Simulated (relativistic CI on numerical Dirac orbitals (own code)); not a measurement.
Method of calculation: Dirac-Coulomb-Breit CI, separate exchange-only KLI orbitals for each configuration, a model potential for QED, unscaled Slater integrals (own radial code, finite nucleus).

The strongest absorption lines from the ground level of an ion, among the configurations computed and to levels below about 294 eV (vacuum wavelength in Å, gf): 78.110 (0.19), 81.227 (1.6), 82.212 (0.83), 82.981 (1), 83.832 (0.49), 84.864 (0.23), 85.146 (0.48), 88.116 (0.18).

**Question.** Which ion is it?
A. Tc²⁷⁺
B. Nb²⁷⁺
C. Nb²⁵⁺
D. Rb²¹⁺

**Answer.** C. Nb²⁵⁺ has 16 electrons and the ground level 3s2.3p4 3P_2; the strongest line goes to 3s2.3p3.3d 3D°_3. The pattern of lines fixes the number of electrons, and along that sequence the line energies rise steadily with the charge (about as its square where n changes within one kind of shell, about linearly where n is kept but much faster in heavy ions where fine structure, which grows about as Z⁴, sets the gap, and irregularly where shells cross), which fixes Z. Configurations outside the model, such as inner-shell arrays, can give stronger lines. At this charge energies of transitions that change n are usually good to better than 1 %, and those within a shell (Δn = 0) to a few per cent.

LS names give the leading component of a level, which can be under half, so a name can repeat, a term be missing and a line seem to break the LS rules.
